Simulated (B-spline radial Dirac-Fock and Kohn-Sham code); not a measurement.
**Elastic scattering of 280 eV electrons by neutral boron**

The computed values come from a radial atomic solver: relativistic (Dirac) partial waves in the static field of the Dirac-Fock atom with Furness-McCarthy exchange, without polarisation or absorption potentials. Below a few hundred eV the neglected polarisation potential matters, most of all at small angles.

Input file task.json (cfg lists n, l and occupation; rrms is the nuclear radius in fm):

```json
{"items": [{
  "Z": 5,
  "q": 0,
  "cfg": [[1, 0, 2], [2, 0, 2], [2, 1, 1]],
  "A": 11,
  "rrms": 2.406,
  "do": "elastic",
  "energies": [[280.0, 0]],
  "theta": [5, 10, 15, 20, 25, 30, 35, 40, 45, 50, 55, 60, 65, 70, 75, 80, 85, 90, 95, 100, 105, 110, 115, 120, 125, 130, 135, 140, 145, 150, 155, 160, 165, 170, 175]
}]}
```

Launch: `python xray2_run.py task.json out`

```tsv
θ (°)	dσ/dΩ (Å²/sr)
5	5.31
10	3.29
15	1.73
20	0.869
25	0.458
30	0.264
35	0.166
40	0.113
45	0.0814
50	0.0610
55	0.0473
60	0.0378
65	0.0308
70	0.0257
75	0.0219
80	0.0189
85	0.0166
90	0.0148
95	0.0134
100	0.0122
105	0.0113
110	0.0105
115	0.00987
120	0.00933
125	0.00889
130	0.00852
135	0.00821
140	0.00795
145	0.00773
150	0.00756
155	0.00741
160	0.00730
165	0.00721
170	0.00715
175	0.00712
```

The total elastic cross section is 1.49 Å², the first transport cross section 0.235 Å² and the second, weighted with (3/2) sin²θ, 0.419 Å². The mean deflection is ⟨1 − cos θ⟩ = 0.157, and 4.1 % of the collisions scatter beyond 90°.

Phase shifts modulo π (rad) for κ = −1 to −5: -1.056, 1.131, 0.695, 0.464, 0.319.
